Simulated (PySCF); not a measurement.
Me2Si(SeBu)2, C₁₀H₂₄Se₂Si.
Cartesian coordinates in Å at the PBE0-D3(BJ)/def2-SVP level; atoms count from 1:
```
atom  x, y, z in Å
C1     5.119    1.568    0.305
C2     3.618    1.761    0.459
C3     2.803    0.850   -0.452
C4     1.309    1.050   -0.280
Se5    0.209   -0.055   -1.481
Si6   -0.044   -1.879   -0.123
C7     1.561   -2.773    0.263
C8    -1.200   -3.033   -1.049
Se9   -0.813   -1.208    1.931
C10   -2.084    0.187    1.386
C11   -3.344   -0.324    0.715
C12   -4.344    0.781    0.379
C13   -3.843    1.795   -0.639
H14    5.413    0.532    0.535
H15    5.445    1.780   -0.726
H16    5.684    2.231    0.978
H17    3.325    1.580    1.508
H18    3.354    2.813    0.251
H19    3.081    1.025   -1.505
H20    3.059   -0.203   -0.244
H21    0.987    0.830    0.750
H22    1.020    2.088   -0.505
H23    2.033   -3.123   -0.668
H24    1.357   -3.647    0.902
H25    2.270   -2.122    0.794
H26   -2.159   -2.554   -1.289
H27   -1.405   -3.922   -0.432
H28   -0.731   -3.361   -1.990
H29   -2.319    0.713    2.325
H30   -1.533    0.882    0.737
H31   -3.069   -0.854   -0.212
H32   -3.822   -1.073    1.368
H33   -5.263    0.307   -0.003
H34   -4.641    1.300    1.309
H35   -3.540    1.301   -1.576
H36   -2.969    2.354   -0.272
H37   -4.623    2.533   -0.883
```

Computed with TDDFT wB97X-D/def2-SVPD, vertical, gas phase, core orbitals frozen in the response (PySCF). The wB97X-D/def2-SVPD calculation is non-relativistic and has no spin–orbit coupling, an omission that weighs most on selenium.

Transition dipole moments from the ground state, in atomic units and in the frame of the coordinates above (overall signs are arbitrary), for the states with f of 0.002 or more among the lowest 7:

```csv
state,E (eV),μx,μy,μz
S1,4.992,0.266,0.148,-0.176
S2,5.005,-0.187,0.025,0.157
S3,5.881,-0.012,0.275,0.158
S4,5.898,-0.627,-0.172,0.273
S5,6.441,0.080,-0.319,-0.090
S6,6.551,-0.043,0.014,0.112
S7,6.621,-0.342,-0.122,0.102
```

(1) Work out the oscillator strengths.

(2) Which bond between heavy atoms lies closest to the direction of the S4 transition dipole?

(3) What angle do the transition dipoles of S5 and S7 make?

(4) How is the summed strength of these states shared among x, y and z?

Answers

(1) f = (2/3) ΔE |μ|² with ΔE in hartree (27.2114 eV).

```csv
state,|μ|² (au),|μ| (D),f
S1,0.124,0.89,0.015
S2,0.060,0.62,0.007
S3,0.101,0.81,0.014
S4,0.497,1.79,0.072
S5,0.116,0.87,0.018
S6,0.014,0.31,0.002
S7,0.142,0.96,0.023
```

(2) C3–C4 and C1–C2, at 27° from it; next C12–C13 at 44°.

(3) |cos θ| = |μa·μb| / (|μa| |μb|) = 0.02, so θ ≈ 89° (taken between 0 and 90°, since the signs are arbitrary).

(4) (2/3) Σ ΔE μα² gives 0.090 for x, 0.036 for y and 0.026 for z, 0.153 in all.

One conformer stands for the species.
